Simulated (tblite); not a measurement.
Input of a run (GFN2-xTB geometry optimisation, gas phase (tblite 0.8.0)), started from a force field or distance geometry:
```
{"job": {"kind": "relax", "xc": "GFN2-xTB", "basis": "xTB"}, "charge": 0, "multiplicity": 1}
C     -3.330600     0.465600    -0.955500
C     -3.057500     0.172200     0.310000
C     -1.734000    -0.342800     0.859500
O     -0.791100    -0.483100    -0.208500
C      0.430500    -0.928200     0.220100
O      0.732900    -1.187300     1.367000
Si     1.775500    -1.121800    -1.115600
S      2.584700     0.774500    -1.746200
Si     3.217500     1.348300     0.207300
H     -2.610500     0.364400    -1.744500
H     -4.327600     0.828700    -1.233300
H     -3.838300     0.293900     1.067300
H     -1.369200     0.378200     1.604700
H     -1.906900    -1.309700     1.336000
H      2.916300    -1.954000    -0.655300
H      1.230500    -1.785000    -2.319400
H      4.086600     0.302800     0.782200
H      3.971300     2.614000     0.094400
H      2.010100     1.578500     1.049000
```

Output (eV, eV/Å):
```
step      E/eV     max force
  0    -775.81135    2.025
  1    -775.93238    0.649
  2    -775.97005    0.480
  3    -775.98057    0.373
  4    -775.99211    0.315
  5    -776.00342    0.270
  6    -776.01578    0.283
  7    -776.02131    0.195
  8    -776.02607    0.172
  9    -776.03049    0.184
 10    -776.03559    0.210
 11    -776.03992    0.187
 12    -776.04385    0.143
 13    -776.04745    0.151
 14    -776.05099    0.195
 15    -776.05429    0.175
 16    -776.05688    0.120
 17    -776.05903    0.112
 18    -776.06086    0.110
 19    -776.06240    0.142
 20    -776.06398    0.151
 21    -776.06591    0.149
 22    -776.06852    0.198
 23    -776.07207    0.246
 24    -776.07606    0.197
 25    -776.07927    0.129
 26    -776.08129    0.105
 27    -776.08261    0.105
 28    -776.08364    0.079
 29    -776.08468    0.078
 30    -776.08588    0.086
 31    -776.08712    0.082
 32    -776.08824    0.091
 33    -776.08911    0.064
 34    -776.08977    0.061
 35    -776.09039    0.072
 36    -776.09106    0.087
 37    -776.09186    0.077
 38    -776.09283    0.082
 39    -776.09392    0.086
 40    -776.09495    0.084
 41    -776.09574    0.076
 42    -776.09631    0.050
 43    -776.09683    0.054
 44    -776.09749    0.065
 45    -776.09835    0.086
 46    -776.09935    0.089
 47    -776.10039    0.079
 48    -776.10129    0.083
 49    -776.10192    0.089
 50    -776.10263    0.083
 51    -776.10330    0.092
 52    -776.10375    0.074
 53    -776.10410    0.049
 54    -776.10449    0.046
 55    -776.10495    0.057
 56    -776.10555    0.074
 57    -776.10625    0.082
 58    -776.10689    0.066
 59    -776.10737    0.044
 60    -776.10774    0.048
 61    -776.10808    0.049
 62    -776.10846    0.062
 63    -776.10888    0.055
 64    -776.10928    0.089
 65    -776.10967    0.060
 66    -776.11011    0.048
 67    -776.11065    0.048
 68    -776.11110    0.055
 69    -776.11146    0.056
 70    -776.11194    0.055
 71    -776.11268    0.068
 72    -776.11393    0.088
 73    -776.11567    0.131
 74    -776.11776    0.097
 75    -776.10780    1.118
 76    -776.12049    0.086
 77    -776.12167    0.082
 78    -776.12088    0.786
 79    -776.12613    0.103
 80    -776.12789    0.067
 81    -776.12577    0.711
 82    -776.13118    0.069
 83    -776.13239    0.064
 84    -776.13437    0.259
 85    -776.13554    0.081
 86    -776.13687    0.062
 87    -776.13875    0.120
 88    -776.14104    0.084
 89    -776.14334    0.115
 90    -776.14538    0.139
 91    -776.14739    0.127
 92    -776.14935    0.152
 93    -776.15186    0.142
 94    -776.15515    0.106
 95    -776.15799    0.197
 96    -776.16042    0.238
 97    -776.16311    0.144
 98    -776.16544    0.191
 99    -776.16863    0.192
100    -776.17196    0.168
101    -776.17463    0.169
102    -776.17545    0.144
103    -776.17785    0.107
104    -776.17886    0.072
105    -776.18058    0.100
106    -776.18233    0.158
107    -776.18321    0.098
108    -776.18385    0.060
109    -776.18436    0.049
110    -776.18502    0.062
111    -776.18595    0.075
112    -776.18696    0.090
113    -776.18771    0.102
114    -776.18827    0.087
115    -776.18887    0.068
116    -776.18973    0.054
117    -776.19063    0.056
118    -776.19139    0.067
119    -776.19220    0.086
120    -776.19322    0.108
121    -776.19487    0.116
122    -776.19673    0.108
123    -776.19776    0.093
124    -776.19860    0.058
125    -776.19924    0.059
126    -776.19983    0.136
127    -776.20053    0.065
128    -776.20151    0.062
129    -776.20302    0.075
130    -776.20358    0.057
131    -776.20414    0.045
132    -776.20446    0.036
133    -776.20473    0.040
134    -776.20509    0.054
135    -776.20561    0.060
136    -776.20622    0.061
137    -776.20689    0.059
138    -776.20770    0.072
139    -776.20846    0.067
140    -776.20899    0.051
141    -776.20926    0.146
142    -776.20971    0.091
143    -776.21010    0.070
144    -776.21072    0.068
145    -776.21161    0.062
146    -776.21252    0.058
147    -776.21330    0.051
148    -776.21393    0.044
149    -776.21447    0.046
150    -776.21491    0.044
151    -776.21530    0.051
152    -776.21572    0.054
153    -776.21625    0.055
154    -776.21677    0.040
155    -776.21726    0.047
156    -776.21759    0.036
157    -776.21783    0.031
158    -776.21803    0.035
159    -776.21824    0.046
160    -776.21846    0.048
161    -776.21870    0.047
162    -776.21891    0.040
163    -776.21907    0.032
164    -776.21920    0.027
165    -776.21933    0.033
166    -776.21948    0.036
167    -776.21968    0.034
168    -776.21990    0.031
169    -776.22009    0.027
170    -776.22023    0.022
171    -776.22035    0.026
172    -776.22049    0.029
173    -776.22067    0.032
174    -776.22082    0.034
175    -776.22092    0.030
176    -776.22100    0.026
177    -776.22109    0.021
178    -776.22118    0.022
179    -776.22127    0.028
180    -776.22136    0.032
181    -776.22146    0.028
182    -776.22156    0.020
183    -776.22167    0.025
184    -776.22179    0.027
185    -776.22190    0.026
186    -776.22202    0.023
187    -776.22213    0.026
188    -776.22223    0.035
189    -776.22234    0.029
190    -776.22248    0.026
191    -776.22260    0.025
192    -776.22271    0.025
193    -776.22287    0.028
194    -776.22304    0.028
195    -776.22322    0.030
196    -776.22334    0.021
197    -776.22342    0.016
198    -776.22347    0.015
199    -776.22357    0.022
200    -776.22367    0.025
201    -776.22377    0.025
202    -776.22384    0.025
203    -776.22390    0.016
204    -776.22395    0.014
205    -776.22399    0.010
```

Q: Summarise the run.

A: The energy falls by 9.5 kcal/mol over 205 L-BFGS steps, the largest force on an atom goes from 2.02 to 0.010 eV/Å, and the atoms move by 0.946 Å rms after alignment. The bond that changes most is S8–Si9 (ends: sulfur bonded to 2 Si; SiH3 silicon), which lengthens by 0.068 Å. Bonds longer at the end by more than 0.005 Å: 2 of 18; shorter: 11. Among the angles that change most is Si7–S8–Si9, from 94.6° to 107.9°. Among the dihedrals that turn most is O4–C5–Si7–H16, from -45° to 69°. The energy rose by more than 1e-5 eV at steps 75, 78 and 81. The first step brought 29 % of the lowering.

Q: What are the final bond lengths?

A: C1=C2 1.318 Å, C2–C3 1.499 Å, C3–O4 1.430 Å, O4–C5 1.323 Å, C5=O6 1.214 Å, C5–Si7 1.911 Å, Si7–S8 2.105 Å, S8–Si9 2.200 Å, C1–H10 1.078 Å, C1–H11 1.075 Å, C2–H12 1.081 Å, C3–H13 1.098 Å, C3–H14 1.095 Å, Si7–H15 1.455 Å, Si7–H16 1.459 Å, Si9–H17 1.451 Å, Si9–H18 1.463 Å, Si9–H19 1.450 Å. Numbering counts from 1 in the input's order; the species is `C=CCOC(=O)[SiH2]S[SiH3]`.

On one thread of an Arm Neoverse N1, shared host, this took 4.0 s of wall time.

Its lowest GFN2-xTB frequency is 14 cm⁻¹, too small to tell a flat minimum from a shallow saddle. One conformer, not necessarily the lowest.

All values are computed, not measured.
